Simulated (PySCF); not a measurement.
Match the calculated data to a structure.

All candidates are C5H7NOS.

- 13C NMR: chemical shifts (computed TMS as zero) by class: 226.9 (1 C), 122.6 (1 C), 61.7 (1 C), 44.1 (1 C), 21.3 (1 C) ppm [GIAO PBE0/pcSseg-1]
- 1H NMR: chemical shifts (computed TMS as zero) by class: 4.34 (3 H), 4.09 (1 H), 1.59 (3 H) ppm [GIAO PBE0/pcSseg-1]
- NMR, other nuclei: isotropic shieldings of nuclei other than C and H, by class: -37 (1 N), 68 (1 O), 15 (1 S) ppm [GIAO PBE0/pcSseg-1]
- Dipole: 3.64 D [PBE0/pcSseg-1]
- Rotational structure: rotational constants A, B, C: 2.343, 1.220, 1.109 GHz [GFN2-xTB]

The electronic properties come from PySCF, for the isolated species, density fitting. Levels stand in brackets. Isolated species at its GFN2-xTB geometry (one conformer only). NMR classes are plain means over equivalent atoms (diastereotopic ones count apart unless rotation or inversion swaps them), as if these changed places fast.

Question: Which candidate is it?
A. `COC(=S)CCC#N`
B. `COC(=S)[C@H](C)C#N`
C. `CCSc1cnco1`

Answer: B. It is `COC(=S)[C@H](C)C#N`. Numbering: `[CH3:1][O:2][C:3](=[S:4])[C@H:5]([CH3:6])[C:7]#[N:8]`. Its formula, C5H7NOS, gives 3 degrees of unsaturation: 0 rings and 3 π bonds in the structure found. 5 carbons fall into 5 classes; from least to most shielded: thiocarbonyl carbon [C3] (226.9 ppm), nitrile carbon [C7] (122.6 ppm), methoxy carbon [C1] (61.7 ppm), sp3 carbon next to a nitrile [C5] (44.1 ppm), methyl carbon [C6] (21.3 ppm). Hydrogen classes from least to most shielded: 3 H on a methoxy carbon, C1 (4.34 ppm), 1 H on an sp3 carbon next to a nitrile, C5 (4.09 ppm), 3 H on a methyl carbon, C6 (1.59 ppm). The other shieldings belong to: -37 ppm, nitrile nitrogen [N8]; 68 ppm, oxygen bonded to 2 C [O2]; 15 ppm, thiocarbonyl sulfur [S4]. The optimised geometry has point group C1 and is an asymmetric top.

The others, at the same levels:
- `CCSc1cnco1` fails: its computed 13C shifts are 154.0 (1 C), 153.5 (1 C), 126.5 (1 C), 33.3 (1 C), 13.5 (1 C) ppm, 1H shifts are 7.63 (1 H), 7.07 (1 H), 3.32 (2 H), 1.46 (3 H) ppm and rotational constant A is 5.359 GHz (against 2.343 GHz).
- `COC(=S)CCC#N` fails: its computed 13C shifts are 233.4 (1 C), 122.9 (1 C), 61.1 (1 C), 45.8 (1 C), 22.2 (1 C) ppm, 1H shifts are 4.36 (3 H), 2.90 (2 H), 2.81 (2 H) ppm and smallest rotational constant is 1.047 GHz (against 1.109 GHz).

Each candidate is one conformer, not necessarily the lowest. The conformers computed, where there is a choice (atom-mapped SMILES and torsion angles):
- `[CH3:1][O:2][C:3](=[S:4])[C@H:5]([CH3:6])[C:7]#[N:8]`: C1–O2–C3–S4 -1°, O2–C3–C5–C6 61°
- `[CH3:1][CH2:2][S:3][c:4]1[cH:5][n:6][cH:7][o:8]1`: C1–C2–S3–C4 180°, C2–S3–C4–C5 180°
- `[CH3:1][O:2][C:3](=[S:4])[CH2:5][CH2:6][C:7]#[N:8]`: C1–O2–C3–S4 1°, O2–C3–C5–C6 115°, C3–C5–C6–C7 -61°
